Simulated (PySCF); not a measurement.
## Spinor energies of Kr³²⁺ (krypton, charge +32)

Start: [He] 2s2. Calculated with PySCF 2.14 in an uncontracted even-tempered set (17 s from 2.9 bohr⁻², ratio 2.6; 12 p from 3.8 bohr⁻², ratio 2.6; 7 d from 3.9 bohr⁻², ratio 2.8; 4 f from 78 bohr⁻², ratio 2.8): generalised Hartree-Fock with the X2C-1e Hamiltonian and a Gaussian nucleus; spin-orbit coupling (SO) screened by Boettger's factors.

| spinor shell | electrons | ε, screened SO (eV) | weight of nominal j (screened SO) | rms radius, screened SO (bohr) |
| --- | --- | --- | --- | --- |
| 1s1/2 | 2 | -16930.3 | 1.000 | 0.0473 |
| 2s1/2 | 2 | -3965.8 | 1.000 | 0.184 |

| quantity | screened SO |
| --- | --- |
| E (hartree) | -1592.65775 |
| M_J | 0 |
| ⟨J²⟩ | 0.000 |
| ⟨L²⟩ | 0.000 |
| ⟨S²⟩ | 0.000 |
